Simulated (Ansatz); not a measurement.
Correlation energies of C₇H₁₆BN (`BN(CC=C)C(C)(C)C`) by basis set

Cartesian coordinates in Å:
```
B -1.861 0.296 -0.850
N -0.582 -0.128 -0.511
C 0.400 -0.248 -1.579
C 1.074 1.025 -1.991
C 0.771 2.247 -1.584
C -0.119 -0.523 0.839
C 1.187 0.188 1.195
C 0.092 -2.038 0.872
C -1.154 -0.163 1.895
H -2.718 0.444 -0.034
H -2.083 0.511 -2.008
H -0.093 -0.667 -2.463
H 1.168 -0.978 -1.306
H 1.870 0.890 -2.721
H -0.021 2.427 -0.866
H 1.306 3.111 -1.961
H 1.523 -0.145 2.179
H 1.046 1.269 1.228
H 1.986 -0.024 0.483
H 0.860 -2.366 0.169
H -0.839 -2.555 0.626
H 0.407 -2.352 1.870
H -0.756 -0.424 2.878
H -1.375 0.906 1.887
H -2.089 -0.704 1.751
```

The species carries charge 0 and has multiplicity 1. Geometry: relaxed with PBE0-D4/def2-TZVP. It is one conformer, not always the lowest. Frozen core, restricted reference, the Gaussian-basis code of Ansatz. CBS rows extrapolate triple and quadruple zeta; past MP2 they add the triple-zeta difference.

```tsv
basis	HF (Eh)	MP2 corr.
def2-SVP	-353.26376	-1.25330
def2-TZVPP	-353.64781	-1.52731
def2-QZVPP	-353.66430	-1.62242
```

**Question.** Estimate the CCSD correlation energy and the (T) correction in each basis where they were run (hartree).

**Answer.** 
| basis | CCSD corr. | (T) |
| --- | --- | --- |
| def2-SVP | -1.35873 | -0.04582 |
| def2-TZVPP | -1.60991 | -0.06935 |
| CBS(def2) | -1.77547 | as TZ |
